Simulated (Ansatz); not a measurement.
**Molecular dynamics, step by step**

GaOF2 (SMILES [O-][Ga]([F])[F]) (charge -1), singlet, PBE0-D4/def2-SVPD (Ansatz 0.2.0). Settings (timestep in fs, temperature in K, friction in 1/fs; T counts 12 degrees of freedom, while the starting velocities carry no drift of the centre of mass, so T starts below the set value):

```yaml
hamiltonian: {xc: pbe0, dispersion: d4}
md: {n_steps: 30, timestep: 0.25, temperature: 1500, ensemble: nvt_langevin, seed: 751, friction: 0.002, initial_velocities: maxwell_boltzmann}
```

Start (the SMILES describes the start alone):

| atom | x (Å) | y (Å) | z (Å) |
| --- | --- | --- | --- |
| O1 | -1.5442 | -0.5055 | 0.7983 |
| Ga2 | -0.1404 | -0.0459 | 0.0712 |
| F3 | 1.5444 | -0.6558 | 0.3319 |
| F4 | 0.1401 | 1.2072 | -1.2014 |

```csv
step,time (fs),potential energy less the start (meV),kinetic energy (meV),T (K)
0,0.00,0.0,581.7,1125
2,0.50,-12.3,582.5,1127
4,1.00,-22.9,628.2,1215
6,1.50,-31.0,672.6,1301
8,2.00,-36.5,665.8,1288
10,2.50,-39.0,695.8,1346
12,3.00,-38.4,662.2,1281
14,3.50,-35.0,647.9,1253
16,4.00,-28.5,649.7,1257
18,4.50,-19.0,650.4,1258
20,5.00,-6.5,641.7,1241
22,5.50,9.0,633.5,1225
24,6.00,26.6,578.4,1119
26,6.50,46.0,585.4,1132
28,7.00,67.5,588.0,1137
30,7.50,90.5,570.2,1103
```

Step 12, positions (Å) and forces (eV/Å):

```tsv
atom	x	y	z	Fx	Fy	Fz
O1	-1.593	-0.508	0.782	-0.312	-0.115	0.145
Ga2	-0.132	-0.049	0.066	-0.550	0.220	-0.057
F3	1.515	-0.649	0.337	0.766	-0.247	0.079
F4	0.178	1.220	-1.176	0.096	0.142	-0.166
```

Step 24, positions (Å) and forces (eV/Å):

```
atom       x       y       z      Fx      Fy      Fz
  O1  -1.645  -0.516   0.768   1.060   0.293  -0.510
 Ga2  -0.123  -0.053   0.060  -2.640   0.104   0.463
  F3   1.490  -0.643   0.342   1.519  -0.571   0.245
  F4   0.216   1.235  -1.153   0.061   0.174  -0.198
```

Step 28, positions (Å) and forces (eV/Å):

```tsv
atom	x	y	z	Fx	Fy	Fz
O1	-1.662	-0.517	0.763	1.429	0.394	-0.673
Ga2	-0.120	-0.055	0.058	-3.244	0.092	0.586
F3	1.482	-0.641	0.343	1.763	-0.677	0.302
F4	0.228	1.240	-1.145	0.053	0.191	-0.215
```

Last step (30):

O1  (-1.670, -0.518, 0.761)
Ga2  (-0.119, -0.056, 0.057)
F3  (1.479, -0.641, 0.343)
F4  (0.234, 1.242, -1.141)
(Å)

Hardware: 1 CPU thread, shared host. Wall time about 2.2 min.
